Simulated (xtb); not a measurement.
Zr(OH)2(NH2)2 (H6N2O2Zr), SMILES [NH2][Zr]([NH2])([OH])[OH], multiplicity 1. All values are semi-empirical tight-binding results from xtb (GFN2-xTB unless named), good for trends rather than for accurate numbers. Geometry optimised at GFN2-xTB. The multiplicity is an assumed one; no other spin state was optimised. The structure was generated by enumeration; whether it is a known compound was not checked. Other conformers were not sampled.

For metal compounds this method's bond lengths and energies can be far off.

```json
{
 "orbital_gap": "3.08 eV",
 "zero_point_energy": "41.2 kcal/mol",
 "G − E(el) at 298.15 K (modified RRHO)": "18.1 kcal/mol"
}
```
